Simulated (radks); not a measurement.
Values are calculated unless marked as measured or tabulated.
Tc+, 42 electrons, occupied as [Kr] 4d3 5s2 5p1 (not the ground configuration).

Code: a radial shooting solver on a logarithmic mesh with Libxc functionals. Model: scalar-relativistic Kohn-Sham, r2SCAN, spin-polarised, spherical densities, finite nucleus; open shells are filled with parallel spins first (spin-orbit coupling, left out, can overturn this in heavy ions); meta-GGA in the generalised Kohn-Sham scheme; Fermi nuclear charge, rms radius 4.4112 fm.

Energy parts (hartree):
| part | energy |
|---|---|
| total | -4285.39927 |
| kinetic | 4425.19249 |
| electron-nucleus | -10301.74736 |
| Hartree | 1719.24502 |
| exchange-correlation | -128.08942 |

Orbitals (lengths in bohr, moments of r in powers of bohr; <r^-3> diverges for s and p1/2; r(90%) holds 90 % of the orbital's charge):
orbital	occ.	eigenvalue (hartree)	<r>	<r^-3>	r(90%)	<1/r>
1s up	1	-769.1950	0.03429	-	0.0614	44.70
1s down	1	-769.1945	0.03429	-	0.0614	44.70
2s up	1	-110.7924	0.1495	-	0.231	10.10
2s down	1	-110.7679	0.1495	-	0.231	10.10
2p up	3	-99.12966	0.1304	2769	0.212	9.793
2p down	3	-99.11123	0.1304	2770	0.212	9.794
3s up	1	-20.04681	0.4143	-	0.611	3.492
3s down	1	-20.03858	0.4144	-	0.611	3.490
3p up	3	-16.18443	0.4156	470.0	0.627	3.318
3p down	3	-16.17335	0.4157	469.4	0.627	3.316
3d up	5	-9.95673	0.3989	62.61	0.636	3.082
3d down	5	-9.93584	0.3989	62.56	0.635	3.081
4s up	1	-3.44257	1.052	-	1.52	1.294
4s down	1	-3.33085	1.046	-	1.52	1.304
4p up	3	-2.36969	1.154	71.16	1.70	1.162
4p down	3	-2.24842	1.148	72.75	1.69	1.172
4d up	3	-0.83061	1.516	5.963	2.36	0.8742
4d down	0	-0.70266	1.540	5.957	2.43	0.8687
5s up	1	-0.57133	2.777	-	4.03	0.4653
5s down	1	-0.50218	2.876	-	4.17	0.4438
5p up	1	-0.35566	3.318	8.029	4.84	0.3850
5p down	0	-0.30131	3.400	7.092	4.93	0.3709

The highest occupied level is 5p up at -9.678 eV. The configuration is held as typed, so some empty levels lie below it. Spin moment in Bohr magnetons: 4. The electron density at the nucleus is 1.022e+05 e/bohr^3 (large components only). The spin density at the nucleus is -0.451 e/bohr^3 (1s -0.043, 2s -1.233, 3s 1.122, 4s -3.112, 5s 2.816). The density falls to 0.001 e/bohr^3 at r = 4.67 bohr.
